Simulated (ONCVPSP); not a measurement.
# Configuration tests for tungsten (ONCV)

```json
{"Element": "W", "Generator": "ONCVPSP 4.0.1", "Type": "optimised norm-conserving Vanderbilt (ONCV)", "Functional": "PBE", "Relativity": "scalar-relativistic", "Frozen core": "[Xe] 4f14", "Valence charge": "6", "Reference configuration": "5d4 6s2", "Partial waves": "6s: rc 2.75 bohr, ncon 3, nbas 8, qcut 2.3 1/bohr, 2 projectors, debl 1.5 Ha; p scattering state at 0.24 Ha: rc 2.75 bohr, ncon 4, nbas 8, qcut 3.6 1/bohr, 1 projector; 5d: rc 1.55 bohr, ncon 4, nbas 8, qcut 5.3 1/bohr, 1 projector", "Local potential": "polynomial inside 1.10 bohr (lpopt 2, dvloc0 -1 Ha)", "Core correction": "Teter function fitted to the true core (icmod 2), fcfact 0.5"}
```

In the p channel the program set the typed energies aside and used 0.050 Ha.

Energies are relative to the spin-unpolarised reference configuration 5d4 6s2; without spin polarisation the order of configurations can differ from experiment.

```json
{"valence configuration": "5d4 6s1", "charge": "+1", "ΔE all-electron (eV)": "8.883", "error AE − PS (meV)": "-4.2"}
{"valence configuration": "5d5 6s1", "charge": "0", "ΔE all-electron (eV)": "1.539", "error AE − PS (meV)": "-29"}
```

Question: What are ΔE and the potential's error for 5d4 6s0?

Answer: ΔE = 24.563 eV all-electron; the error (AE − PS) is -24 meV.

Question: What are ΔE and the potential's error for 5d3 6s0?

Answer: ΔE = 49.946 eV all-electron; the error (AE − PS) is -147 meV.

Note: ghosts flagged at negative energy: s at -72.5 eV, p at -63.3 eV; no localised positive-energy state flagged. A true bound ghost makes a file unfit for plane-wave use.
